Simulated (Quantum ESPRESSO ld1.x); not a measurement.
Question: All-electron atom: N in 1s1.75 2s2 2p3 3s0.25 (fractional occupations, a model configuration). All-electron calculation, non-relativistic Kohn-Sham, LDA (Slater exchange, VWN5 correlation), spin-polarised, spherical densities, point nucleus; open shells are filled with parallel spins first. Program: ld1.x of Quantum ESPRESSO 7.5. Some entries of the table are withheld. Estimate them.

orbital,occ.,eigenvalue (eV),<r> (bohr),<r^2> (bohr^2)
1s up,1,-399.478,0.2287,0.07068
1s down,0.75,-392.092,0.2288,0.07068
2s up,1,-22.5932,(1),1.935
2s down,1,-17.7535,(2),2.187
2p up,3,-11.2781,1.319,(3)
2p down,0,-6.6217,1.527,(4)
3s up,0.25,-1.1337,6.709,53.12
3s down,0,-0.8150,7.732,70.36

Answer: 
(1) 2s up <r> (bohr): 1.265
(2) 2s down <r> (bohr): 1.338
(3) 2p up <r^2> (bohr^2): 2.261
(4) 2p down <r^2> (bohr^2): 3.138
